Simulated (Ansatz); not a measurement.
Basis-set extrapolation for C₂H₇BOS (PBE0-D4/def2-TZVP geometry, frozen core, the Gaussian-basis code of Ansatz). Multiplicity 1, RHF reference.

|  | def2-TZVPP | def2-QZVPP |
| --- | --- | --- |
| HF | -576.952903 | -576.972466 |
| MP2 correlation | -0.882434 | -0.946070 |
| CCSD(T) correlation | -0.969211 | not run |

Energies in hartree. Use E(X) = E(∞) + A·exp(−7.88·√X) for Hartree–Fock and E(X) = E(∞) + B·X^(−2.97) for correlation, with X = 3 and 4, and add CCSD(T) minus MP2 of the smaller set to the MP2 limit.

Task: What is the CCSD(T) energy at the basis-set limit?

Result: HF limit: -576.972466 + (-0.019563) × 0.13774 = -576.97516. MP2 limit: -0.946070 + (-0.063636) × 0.74074 = -0.99321. Higher-order term: -0.969211 − (-0.882434) = -0.08678. Total: -578.05515 hartree, 83.5 kcal/mol below CCSD(T)/def2-TZVPP.
